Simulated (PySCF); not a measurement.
Nickel: a sound run and one with changed settings

Sound run: Ni [Ar] 3d8 4s2, Ni⁺ [Ar] 3d9. Calculation: PySCF 2.14, in Sapporo-DKH3-DZP-2012; the spin-free X2C one-electron Hamiltonian (Gaussian nucleus). The sound run starts from symmetry-adapted Hartree-Fock orbitals and uses a fine grid where one is needed.

Changed run: initial guess minao, at most 50 SCF cycles, level shift 0.1 hartree.

| species | method | sound run (hartree) | changed run (hartree) | converged |
| --- | --- | --- | --- | --- |
| Ni | UHF | -1519.06272 | -1518.99940 | yes |
| Ni | TPSS | -1520.55725 | -1520.57363 | no |
| Ni | M06-2X | -1520.54074 | -1520.53360 | yes |
| Ni⁺ | UHF | -1518.76182 | -1518.76182 | no |
| Ni⁺ | TPSS | -1520.27703 | -1520.27709 | no |
| Ni⁺ | M06-2X | -1520.25602 | -1520.25602 | yes |

The plain start fixes occupations by D2h representation alone, and Ni at UHF, Ni at M06-2X landed in another state (other ⟨L²⟩ or ⟨S²⟩). A level shift slows the SCF but leaves a converged energy unchanged.
